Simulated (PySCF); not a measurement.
F2Zn, charge +1, doublet, at a GFN2-xTB geometry (such geometries of metal compounds can be far from the true shape) (a state made from the parent by changing its charge; the spin is typed, not shown lowest).

The PySCF input:
```python
from pyscf import gto, scf, dft

mol = gto.Mole()
mol.atom = '''
    Zn    0.123548    0.244403    0.249274
    F    -0.423721    0.696314   -1.389594
    F     0.011894   -1.510992    0.558682
'''
mol.basis = 'pc-1'
mol.charge = 1
mol.spin = 1
mol.verbose = 4
mol.build()

mf = dft.UKS(mol)
mf.xc = 'pbe'
mf = mf.density_fit(auxbasis='def2-universal-jkfit')
mf.kernel()
mf.analyze()
```

Question: What is the computed total energy (PySCF with DF-PBE/pc-1)?

Answer: -1978.1026 Eh

Question: What nuclear repulsion energy does DF-PBE/pc-1 give?

Answer: 174.4042 Eh

Question: Predict the number of basis functions from DF-PBE/pc-1.

Answer: 59

Question: What is the computed HOMO energy (DF-PBE/pc-1)?

Answer: -16.56 eV

Question: Give the <S^2> at the level DF-PBE/pc-1.

Answer: 0.753

These values belong to the state on which the SCF converged, which isn't shown to be the lowest.
